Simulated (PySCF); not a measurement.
## Electronic structure of Ce (cerium, neutral) at the UHF level

Configuration: [Xe] 4f1 5d3, one real determinant (an excited configuration). Computed with PySCF 2.14 in x2c-TZVPPall, with the spin-free X2C one-electron Hamiltonian (Gaussian nucleus).

```json
{
 "Total energy": "-8856.247715 hartree",
 "One-electron energy": "-12083.2982 hartree",
 "Hartree (Coulomb) energy": "3436.0078 hartree",
 "Exchange energy": "-208.9573 hartree",
 "⟨S²⟩": "6.0138",
 "⟨L²⟩": "24.135",
 "Sum of ⟨r⟩": "43.08 bohr",
 "Sum of ⟨r²⟩": "80.26 bohr²",
 "Langevin diamagnetic susceptibility": "-63.6 ×10⁻⁶ cm³/mol"
}
```

| shell | electrons | mean orbital energy (eV) | spread (eV) | rms radius, mean of both spins (bohr) |
| --- | --- | --- | --- | --- |
| 1s β | 1 | -40637.9 | 0 | 0.0280 |
| 1s α | 1 | -40637.9 | 0 | 0.0280 |
| 2s α | 1 | -6613.6 | 0 | 0.114 |
| 2s β | 1 | -6613.5 | 0 | 0.114 |
| 2p α | 3 | -5922.2 | 0 | 0.102 |
| 2p β | 3 | -5922.1 | 0 | 0.102 |
| 3s α | 1 | -1468.3 | 0 | 0.296 |
| 3s β | 1 | -1467.9 | 0 | 0.296 |
| 3p α | 3 | -1242.7 | 0 | 0.297 |
| 3p β | 3 | -1242.2 | 0 | 0.297 |
| 3d α | 5 | -919.15 | 0.575 | 0.274 |
| 3d β | 5 | -918.54 | 0.304 | 0.274 |
| 4s α | 1 | -315.00 | 0 | 0.676 |
| 4s β | 1 | -313.56 | 0 | 0.676 |
| 4p α | 3 | -238.46 | 0 | 0.718 |
| 4p β | 3 | -236.84 | 0 | 0.718 |
| 4d α | 5 | -124.41 | 2.332 | 0.801 |
| 4d β | 5 | -122.20 | 1.024 | 0.801 |
| 5s α | 1 | -48.223 | 0 | 1.65 |
| 5s β | 1 | -46.369 | 0 | 1.65 |
| 5p α | 3 | -27.539 | 0 | 1.91 |
| 5p β | 3 | -24.720 | 0 | 1.91 |
| 4f α | 1 | -10.979 | 0 | 1.25 |
| 5d α | 3 | -4.245 | 0 | 3.62 |

⟨L²⟩ = 24.14 against 42 for a pure I term, so this real determinant mixes terms. Spin-orbit coupling, absent here, splits the open shell strongly.

Densities and radii are taken from the X2C orbitals without a picture-change correction, which distorts them close to the nucleus.

Spin-orbit constants ζ (cm⁻¹) from the X2C one-electron operator on these orbitals: bare nucleus, nucleus screened by l(l+1)(2l+1)/3 electrons, and screened by the Breit-Pauli mean field of the electrons.

```tsv
shell	bare	screened nucleus	mean field
2p	2347000	2266000	n/a
3p	466700	450600	n/a
3d	72210	59760	n/a
4p	98030	94650	n/a
4d	12430	10290	n/a
4f	1406	727.4	n/a
5p	12640	12200	n/a
5d	577.8	478.2	n/a
```

To first order the Landé constant is A = 150.7 cm⁻¹, so the lowest level has J = 4 and lies 0.262 eV below the centre of the term. This holds in LS coupling only.
